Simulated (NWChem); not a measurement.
Species: SiH3Cl; SMILES [SiH3]Cl

Program: NWChem. Pople sets run with spherical d functions. The geometry was optimised at PBE0/def2-SVP. Computed dipoles belong to the equilibrium geometry; the measured one is vibrationally averaged.

Measured dipole moment: 1.31 D (NIST CCCBDB, as tabulated in the package chemicals).

Task: Which of these levels lies farthest from the measured value, and how do the others fare: B3LYP/def2-SVP; B3LYP/def2-TZVP; B3LYP/def2-SVPD; B3LYP/6-31G*; B3LYP/3-21G; B3LYP/STO-3G; B3LYP/6-31+G*; B3LYP/aug-cc-pVTZ; B3LYP/6-311++G**?

Result: B3LYP/STO-3G.
```tsv
level	dipole moment (D)	computed − measured
B3LYP/STO-3G	2.51	+1.20
B3LYP/3-21G	2.32	+1.01
B3LYP/6-31G*	1.69	+0.38
B3LYP/6-31+G*	1.70	+0.39
B3LYP/def2-SVP	1.29	-0.02
B3LYP/def2-SVPD	1.38	+0.07
B3LYP/def2-TZVP	1.26	-0.05
B3LYP/6-311++G**	1.70	+0.39
B3LYP/aug-cc-pVTZ	1.33	+0.02
```
